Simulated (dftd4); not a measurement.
n-butyl acetate (C6H12O2), singlet, at a GFN2-xTB geometry; D4 for wb97x (dftd4 4.2.0).

The dftd4 input:
```
$ dftd4 mol.xyz --func wb97x --charge 0 --json dftd4.json --noedisp --property

# file mol.xyz
20

C     -3.89440677     0.59454652    -0.33914431
C     -2.68001968    -0.31588928    -0.20491072
C     -1.38482384     0.48734588    -0.11951388
C     -0.17218977    -0.42092200     0.01524335
O      1.00033746     0.39177182     0.08275542
C      2.16802990    -0.25184192     0.17766581
C      3.31561892     0.72248799     0.23727749
O      2.26799694    -1.44948390     0.20894184
H     -3.81830555     1.20228703    -1.23782775
H     -4.80696323     0.00670346    -0.39843415
H     -3.96943663     1.25962206     0.51805895
H     -2.78316202    -0.93130463     0.69123698
H     -2.63196905    -0.98823606    -1.06403610
H     -1.41976689     1.15834622     0.74057834
H     -1.26798427     1.09989802    -1.01525903
H     -0.23298041    -1.03303909     0.92249391
H     -0.08587689    -1.09870449    -0.84185072
H      3.18703026     1.38072010     1.09268432
H      3.31828247     1.33210993    -0.66271262
H      4.25120428     0.17893113     0.32178314
```

Problem. Predict the main parts of the log of this dftd4 run.

Solution. 
```
                    ____  _____ _____     ____  _  _
      -------------|  _ \|  ___|_   _|---|  _ \| || |------------
     |             | | | | |_    | | ___ | | | | || |_           |
     |             | |_| |  _|   | ||___|| |_| |__   _|          |
     |             |____/|_|     |_|     |____/   |_|            |
     |             ===================================           |
     |            E. Caldeweyher, S. Ehlert & S. Grimme          |
     |          Mulliken Center for Theoretical Chemistry        |
     |                    University of Bonn                     |
      -----------------------------------------------------------

Rational (Becke-Johnson) damping: wb97x-D4-ATM
---------------------
  s6         1.0000
  s8         0.5093
  s9         1.0000
  a1         0.0662
  a2         5.4487
 alp        16.0000
--------------------

Atomic data, radii in Ångström:
------------------------------------------------------
   Z          R(cov)      r4/r2   hardness         EN
------------------------------------------------------
   6 C        1.0000     1.6431     0.4220     2.5500
   8 O        0.8400     1.3725     0.5869     3.4400
   1 H        0.4267     1.0622     0.4726     2.2000
------------------------------------------------------

Atomic reference systems (in atomic units):
----------------------------------------------------------------------------
   Z        #      CN     q+Z       C6(AA)   #      CN     q+Z       C6(AA)
----------------------------------------------------------------------------
   6 C      1  0.0000  6.0000      49.3833   2  0.9189  5.8288      52.1688
            3  1.9079  5.8579      35.6972   4  2.8312  5.7775      35.8445
            5  3.7487  5.7435      28.6317   6  2.9183  5.8956      32.2504
            7  0.8556  6.2103      25.6194
   8 O      1  0.0000  8.0000      15.5711   2  0.8042  7.6453      20.8489
            3  1.6112  7.4012      24.8631   4  0.9798  8.0000      14.9880
   1 H      1  0.0000  1.0000       7.6362   2  0.8942  1.0000       3.0374
----------------------------------------------------------------------------

Atomic properties (in atomic units):
----------------------------------------------------------------------------
     #    Z              CN          q      C6(AA)        C8(AA)   alpha(0)
----------------------------------------------------------------------------
     1    6 C        3.7525    -0.2399     28.3706      820.5271     7.6866
     2    6 C        3.8016    -0.1776     26.8112      775.4278     7.4621
     3    6 C        3.8025    -0.1523     26.2288      758.5817     7.3804
     4    6 C        3.7043    -0.0262     23.6902      685.1605     7.0394
     5    8 O        1.7045    -0.3358     19.4735      392.9856     5.9705
     6    6 C        2.7165     0.2415     24.2637      701.7497     8.0375
     7    6 C        3.7533    -0.1807     26.9410      779.1812     7.4902
     8    8 O        0.8562    -0.4218     22.0478      444.9358     6.3005
     9    1 H        0.9248     0.0999      1.7862       21.5918     2.0900
    10    1 H        0.9249     0.0977      1.8057       21.8279     2.1014
    11    1 H        0.9248     0.0998      1.7864       21.5950     2.0901
    12    1 H        0.9243     0.1026      1.7617       21.2962     2.0757
    13    1 H        0.9243     0.1027      1.7610       21.2879     2.0753
    14    1 H        0.9244     0.1121      1.6791       20.2970     2.0264
    15    1 H        0.9243     0.1123      1.6773       20.2759     2.0253
    16    1 H        0.9237     0.1204      1.6106       19.4691     1.9846
    17    1 H        0.9237     0.1212      1.6034       19.3825     1.9802
    18    1 H        0.9249     0.1059      1.7317       20.9330     2.0579
    19    1 H        0.9249     0.1059      1.7325       20.9426     2.0583
    20    1 H        0.9251     0.1124      1.6762       20.2622     2.0246
----------------------------------------------------------------------------

Molecular properties (in atomic units):
----------------------------------------
 molecular C6                3060.1253
 molecular C8               67436.1795
----------------------------------------

Dispersion energy:      -2.4946680821110E-02 Eh

[Info] JSON dump of results written to 'dftd4.json'
```
